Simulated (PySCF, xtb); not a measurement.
B(H)(Me)(NHMe) (C₂H₈BN), SMILES CNBC.

Geometry optimised at B3LYP-D3(BJ)/def2-SVP. The geometry has at least one imaginary mode, so it is a saddle point at that level. The structure was generated by enumeration, and PubChem lists no compound with its InChIKey, so it may never have been made. One conformer was computed; it need not be the lowest.

Method: C-PCM-PBE0/def2-SVP run with PySCF 2.14.0.

The values are the electrostatic part of the solvation free energy, E(continuum) − E(gas) at the gas-phase geometry, in a cavity of scaled van der Waals radii (PySCF's table); cavitation and dispersion terms are not included. In vacuum the orbital gap is 8.38 eV. The dipole moment in vacuum is 1.88 D.

Question: Estimate the values in water (ε = 78.36), 2-propanol (ε = 19.26), toluene (ε = 2.37). (The exact figures need the calculation; the answer reports its results.)

Answer: 
```
solvent         ε  ΔG(elec) (kcal/mol)  dipole (D)  gap (eV)
----------  -----  -------------------  ----------  --------
water       78.36                 -2.4        2.41      8.19
2-propanol  19.26                 -2.3        2.39      8.20
toluene      2.37                 -1.3        2.16      8.28
```

For comparison, GFN2-xTB/ALPB(water) (xtb, at the GFN2-xTB geometry, all terms of that model) gives -2.2 kcal/mol.
